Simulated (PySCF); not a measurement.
Level of theory: PySCF with ωB97X-D3(BJ)/def2-TZVP. Isolated molecules, 0 K electronic values unless said otherwise. Excitations are Tamm–Dancoff values on a coarser integration grid. The basis has no diffuse functions, so Rydberg states are missing or too high.

Reference species (SMILES): `[SiH3][Ga]([SiH3])[Cl]` (neutral, multiplicity 1).

| Item | Result |
|---|---|
| S1 excitation (TDA) | 3.94 eV |
| HOMO | -9.57 eV |
| LUMO | -0.48 eV |

Changed species: `[SiH3][Ga]([SiH3])[SiH3]` (3 of 3 Cl replaced by SiH3; the reference has 2 of 3 Cl replaced by SiH3).

**Question.** Give the shifts of the S1 excitation (TDA), HOMO and LUMO.

**Answer.** the S1 excitation (TDA) falls by 0.33 eV, to 3.61 eV; the HOMO rises by 0.07 eV, to -9.50 eV; the LUMO decreases by 0.24 eV, to -0.72 eV.
